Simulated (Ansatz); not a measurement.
Geometry optimisation, RKS BLYP/def2-SVP (Ansatz).

Input:

```yaml
crystal:
  periodic: [false, false, false]
  atoms:
    - { symbol: Si, position_ang: [-0.580836, 0.694319, 0.212139] }
    - { symbol: O, position_ang: [0.078949, -0.686362, 1.005745] }
    - { symbol: F, position_ang: [-1.406159, 0.248313, -1.114404] }
    - { symbol: F, position_ang: [-1.685395, 1.388594, 1.186532] }
    - { symbol: H, position_ang: [0.507762, 1.639922, -0.078638] }
    - { symbol: H, position_ang: [1.6556, -1.200268, -0.537257] }
    - { symbol: Br, position_ang: [2.008944, -0.70685, -1.890509] }
    - { symbol: H, position_ang: [-0.578865, -1.377668, 1.216192] }
basis:
  gaussian: { orbitals: def2-SVP }
hamiltonian:
  xc: blyp
relax:
  f_tol: 0.03
  max_steps: 50
```

Command:

```bash
$ ansatz run input.yaml --threads 2 --pin off --max-ram 3072MiB --backend cpu --events-out ev --progress --plain --runs-dir out
```

Problem. Where does it end, and by what steps?

Solution. It converged. The force dipped under the threshold on the way, but the program's further checks kept it going. After 18 steps the energy has fallen by 0.176 eV; Br7 moved furthest, 1.45 Å.

```tsv
step	energy less start (eV)	largest force component (eV/Å)	accepted
0	0.0000	1.093	yes
1	-0.0697	0.716	yes
2	-0.1072	0.266	yes
3	-0.1270	0.084	yes
4	-0.1420	0.087	yes
5	-0.1467	0.451	yes
6	-0.1648	0.201	yes
7	-0.1689	0.053	yes
8	-0.1689	0.246	no
9	-0.1714	0.048	yes
10	-0.1727	0.092	yes
11	-0.1736	0.060	yes
12	-0.1744	0.059	yes
13	-0.1746	0.092	yes
14	-0.1750	0.058	yes
15	-0.1752	0.027	yes
16	-0.1755	0.015	yes
17	-0.1756	0.052	yes
18	-0.1757	0.011	yes
```

```xyz
8
Properties=species:S:1:pos:R:3
Si -0.840 0.830 0.218
O -0.012 -0.615 0.214
F -2.255 0.669 -0.566
F -1.219 1.258 1.740
H 0.019 1.840 -0.426
H 1.738 -1.088 -0.603
Br 3.003 -1.495 -1.193
H -0.434 -1.400 0.615
```

Run time: 31 s on 2 threads of Arm Neoverse V2, on a shared host, peak memory 0.15 GiB.
